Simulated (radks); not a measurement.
Values are calculated unless marked as measured or tabulated.
Excited configurations of Xe: one electron is placed in a higher orbital outside [Kr] 4d10 5s2 5p5. The ground configuration is [Xe]. Level of theory: scalar-relativistic Kohn-Sham, PBEsol, spin-polarised, spherical densities, point nucleus; open shells are filled with parallel spins first (spin-orbit coupling, left out, can overturn this in heavy ions) (a radial shooting solver on a logarithmic mesh with Libxc functionals). Excitation = E - E(ground); binding = E(ion) - E, where the ion is the core of charge +1; n* = 1/sqrt(2 binding) in atomic units, and the quantum defect is n - n*.

outer orbital  excitation (eV)  binding (eV)     n*  quantum defect  <r> (bohr)
4f                      11.431         0.948  3.789           0.211       16.82
5d                      10.142         2.237  2.466           2.534       6.442
5f                      11.720         0.659  4.545           0.455       28.47
6s                       8.536         3.843  1.882           4.118       5.707
6p                       9.881         2.498  2.334           3.666       7.816
6d                      11.037         1.342  3.184           2.816       13.64
6f                      11.899         0.480  5.324           0.676       42.51
7s                      10.583         1.796  2.752           4.248       12.36
7p                      11.029         1.350  3.174           3.826       15.73
7d                      11.534         0.845  4.013           2.987       24.00

The Delta-SCF ionisation energy is 12.379 eV (NIST Atomic Spectra Database: 12.130 eV, measured). Self-interaction in the functional shifts the binding energies and quantum defects, so they are the method's values and not measured ones. Open shells are spherical and high-spin; term and fine-structure splittings are not resolved. Spin-orbit splitting is averaged out at the scalar-relativistic level.
